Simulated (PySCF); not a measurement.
Ligands exchanged one at a time, Ga OH-SiH3. Isolated molecules, 0 K electronic values unless said otherwise. One relaxed conformer stands for each flexible species; it need not be the lowest. Strings in code marks are SMILES.

The numbers are results of PySCF 2.14.0 with PBE-D3(BJ)/def2-TZVP // PBE0-D3(BJ)/def2-TZVP, not measurements. Excitations are Tamm–Dancoff values on a coarser integration grid. The basis has no diffuse functions, so Rydberg states are missing or too high.

```tsv
species	HOMO (eV)	T1 excitation (TDA) (eV)	HOMO–LUMO gap (eV)
0 of 3 OH replaced by SiH3 (`[OH][Ga]([OH])[OH]`)	-7.21	5.19	5.38
1 of 3 OH replaced by SiH3 (`[OH][Ga]([OH])[SiH3]` (H–O–Ga–Si torsion -179°, Si–Ga–O–H torsion -1°))	-6.91	4.77	5.06
2 of 3 OH replaced by SiH3 (`[OH][Ga]([SiH3])[SiH3]` (H–O–Ga–Si torsion 1°))	-6.20	3.25	3.55
3 of 3 OH replaced by SiH3	-6.29	2.64	2.92
```
